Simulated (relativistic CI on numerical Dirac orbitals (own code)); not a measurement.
Computed by Dirac-Coulomb-Breit CI, separate exchange-only KLI orbitals for each configuration, a model potential for QED, unscaled Slater integrals (own radial code, finite nucleus).

Configuration list (outside the closed core [Ar]): 3d10.4s2, 3d10.4s.4p, 3d10.4p2, 3d10.4s.4d, 3d10.4s.4f, 3d10.4d2, 3d10.4p.4d, 3d10.4f2, 3d10.4p.4f, 3d10.4d.4f, 3d10.4s.5s, 3d10.4s.5p, 3d10.4s.5d, 3d10.4s.5f, 3d10.4s.5g, 3d10.4s.6s, 3d10.4s.6p, 3d10.4s.6d, 3d10.4s.6f, 3d9.4s2.4p, 3d10.4s.7s, 3d9.4s2.4d, 3d9.4s2.4f, 3d9.4s2.5s, 3d9.4s2.5p, 3d9.4s2.5d. Double excitations out of closed p, d and f shells are left out; levels of such configurations are missing from the list, as are those of other unlisted configurations, and high levels can miss mixing partners. These lack a partner that the ground configuration has and come out too high: 3d9.4s2.4p, 3d9.4s2.4d, 3d9.4s2.4f, 3d9.4s2.5s, 3d9.4s2.5p.

At this charge energies of transitions that change n are usually good to better than 1 %, and those within a shell (Δn = 0) to a few per cent.

Outline of the computed level scheme of Pb LIII. Lowest level of each configuration: 3d10.4s2 1S_0 at 0.000 eV; 3d10.4s.4p 3P°_0 at 104.628 eV; 3d10.4p2 3P_0 at 239.562 eV; 3d10.4s.4d 3D_1 at 464.715 eV; 3d10.4p.4d 3F°_2 at 574.852 eV; 3d10.4s.4f 3F°_3 at 696.149 eV; 3d10.4p.4f 3G_3 at 812.505 eV; 3d10.4d2 3F_2 at 937.793 eV.

Some strong electric-dipole decays among the lowest 45 levels: 3d10.4d2 3P_0 → 3d10.4p.4d 3D°_1 (3.4e+12 s⁻¹); 3d10.4p.4d 3D°_1 → 3d10.4p2 3P_0 (2.4e+12 s⁻¹); 3d10.4s.4d 3D_2 → 3d10.4s.4p 3P°_1 (2.1e+12 s⁻¹); 3d10.4p2 1S_0 → 3d10.4s.4p 1P°_1 (2.1e+12 s⁻¹); 3d10.4d2 3F_2 → 3d10.4p.4d 3D°_1 (1.8e+12 s⁻¹); 3d10.4d2 3P_1 → 3d10.4p.4d 3P°_2 (1.7e+12 s⁻¹); 3d10.4d2 3F_2 → 3d10.4p.4d 3F°_2 (1.7e+12 s⁻¹); 3d10.4p.4d 3F°_3 → 3d10.4s.4d 3D_2 (1.6e+12 s⁻¹).

LS names give the leading component of a level, which can be under half, so a name can repeat, a term be missing and a line seem to break the LS rules.
